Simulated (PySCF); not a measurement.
**input.py for Al⁺**

File input.py (PySCF 2.14):

```python
from pyscf import gto, dft

mol = gto.M(
    atom='Al 0 0 0',
    basis='cc-pcvtz',
    charge=1,
    spin=0,
    symmetry=True,
    verbose=4,
)
mf = dft.RKS(mol, xc='m06')
mf.kernel()
mf.analyze()
print('orbital energies (hartree):', mf.mo_energy[..., max(0, mol.nelec[1]-3):mol.nelec[0]+3].round(4))
```

```bash
$ OMP_NUM_THREADS=1 python input.py
```

It prints (some set-up lines removed):

```
PySCF version 2.14.0

[INPUT] Symbol           X                Y                Z      unit          X                Y                Z       unit  Magmom
[INPUT]  1 Al     0.000000000000   0.000000000000   0.000000000000 AA    0.000000000000   0.000000000000   0.000000000000 Bohr   0.0

nuclear repulsion = 0
point group symmetry = SO3
symmetry origin: [0. 0. 0.]
symmetry axis x: [1. 0. 0.]
symmetry axis y: [0. 1. 0.]
symmetry axis z: [0. 0. 1.]
num. orbitals of irrep s+0 = 7
num. orbitals of irrep p-1 = 6
num. orbitals of irrep p+0 = 6
num. orbitals of irrep p+1 = 6
num. orbitals of irrep d-2 = 4
num. orbitals of irrep d-1 = 4
num. orbitals of irrep d+0 = 4
num. orbitals of irrep d+1 = 4
num. orbitals of irrep d+2 = 4
num. orbitals of irrep f-3 = 2
num. orbitals of irrep f-2 = 2
num. orbitals of irrep f-1 = 2
num. orbitals of irrep f+0 = 2
num. orbitals of irrep f+1 = 2
num. orbitals of irrep f+2 = 2
num. orbitals of irrep f+3 = 2
number of shells = 16
number of NR pGTOs = 84
number of NR cGTOs = 59
basis = cc-pcvtz
ecp = {}

******** <class 'pyscf.dft.rks_symm.SymAdaptedRKS'> ********
method = SymAdaptedRKS
initial guess = minao
damping factor = 0
level_shift factor = 0
DIIS = <class 'pyscf.scf.diis.CDIIS'>
SCF conv_tol = 1e-09
SCF max_cycles = 50
XC functionals = m06

grids dens level: 3
Freeze 0 electrons in irreps []
    12 free electrons in irreps s+0 p-1 p+0 p+1 d-2 d-1 d+0 d+1 d+2 f-3 f-2 f-1 f+0 f+1 f+2 f+3
Initial guess from minao.
tot grids = 19184
init E= -242.310666239527
HOMO (s+0) = -0.304021771700633  LUMO (p-1) = -0.0643976206610049  gap/eV = 6.52051
cycle= 1 E= -242.128633819906  delta_E= 0.182  |g|= 0.179  |ddm|= 0.401
HOMO (s+0) = -0.601610304869197  LUMO (p+1) = -0.322035321123673  gap/eV = 7.60762
cycle= 2 E= -242.140323941438  delta_E= -0.0117  |g|= 0.105  |ddm|= 0.453
HOMO (s+0) = -0.583421565099471  LUMO (p+1) = -0.307513991347847  gap/eV = 7.50783
cycle= 3 E= -242.141070841137  delta_E= -0.000747  |g|= 0.0143  |ddm|= 0.0462
HOMO (s+0) = -0.575641925731198  LUMO (p+0) = -0.301195576089038  gap/eV = 7.46807
cycle= 4 E= -242.141086180667  delta_E= -1.53e-05  |g|= 0.00262  |ddm|= 0.0251
HOMO (s+0) = -0.576079802176807  LUMO (p+1) = -0.301438943596401  gap/eV = 7.47336
cycle= 5 E= -242.141086724345  delta_E= -5.44e-07  |g|= 0.000164  |ddm|= 0.00305
HOMO (s+0) = -0.576106586050372  LUMO (p+1) = -0.301465944527523  gap/eV = 7.47335
cycle= 6 E= -242.14108672603  delta_E= -1.69e-09  |g|= 1.87e-06  |ddm|= 0.000132
HOMO (s+0) = -0.576106833533174  LUMO (p+1) = -0.301466060603108  gap/eV = 7.47336
cycle= 7 E= -242.14108672603  delta_E= 5.68e-14  |g|= 5.9e-08  |ddm|= 2.06e-06
HOMO (s+0) = -0.57610680377946  LUMO (p-1) = -0.301466039455294  gap/eV = 7.47336
Extra cycle  E= -242.14108672603  delta_E= 2.27e-13  |g|= 3.6e-08  |ddm|= 9.77e-08
converged SCF energy = -242.14108672603
**** SCF Summaries ****
Total Energy =                        -242.141086726029584
Nuclear Repulsion Energy =               0.000000000000000
One-electron Energy =                 -332.972883986922909
Two-electron Energy =                   90.831797260893325
Two-electron Coulomb Energy =          109.175472856952510
DFT Exchange-Correlation Energy =      -18.343675596059189
HOMO-LUMO gap [eV] =                     7.473355854852736
Wave-function symmetry id = 0
**** MO energy ****
MO #1 (s+0 #1), energy= -56.5106644937397 occ= 2
MO #2 (s+0 #2), energy= -4.53702470541833 occ= 2
MO #3 (p-1 #1), energy= -3.05439785534987 occ= 2
MO #4 (p+0 #1), energy= -3.05439785534986 occ= 2
MO #5 (p+1 #1), energy= -3.05439785534987 occ= 2
MO #6 (s+0 #3), energy= -0.57610680377946 occ= 2
MO #7 (p-1 #2), energy= -0.301466039455294 occ= 0
MO #8 (p+0 #2), energy= -0.301466039455292 occ= 0
MO #9 (p+1 #2), energy= -0.301466039455292 occ= 0
[50 lines left out]
 ** Mulliken pop on meta-lowdin orthogonal AOs  **
 ** Mulliken pop  **
pop of  0 Al 1s           1.99996
pop of  0 Al 2s           1.99956
pop of  0 Al 3s           1.98151
pop of  0 Al 4s           0.01879
pop of  0 Al 5s           0.00011
pop of  0 Al 6s           0.00004
pop of  0 Al 7s           0.00002
pop of  0 Al 2px          1.99977
pop of  0 Al 2py          1.99977
pop of  0 Al 2pz          1.99977
pop of  0 Al 3px          0.00008
pop of  0 Al 3py          0.00008
[47 lines left out]
 ** Mulliken atomic charges  **
charge of    0Al =      1.00000

WARN: System has nonzero charge 1; the dipole moment is origin-dependent.
Location of origin: [0. 0. 0.]

Dipole moment(X, Y, Z, Debye):  0.00000,  0.00000,  0.00000
orbital energies (hartree): [-3.0544 -3.0544 -0.5761 -0.3015 -0.3015 -0.3015]
```

In short: E(SCF) = -242.141087 Eh, 7 cycles.

It ran on Arm Neoverse V2 (1 thread, shared host) in 1.5 s, peak memory 0.17 GiB.
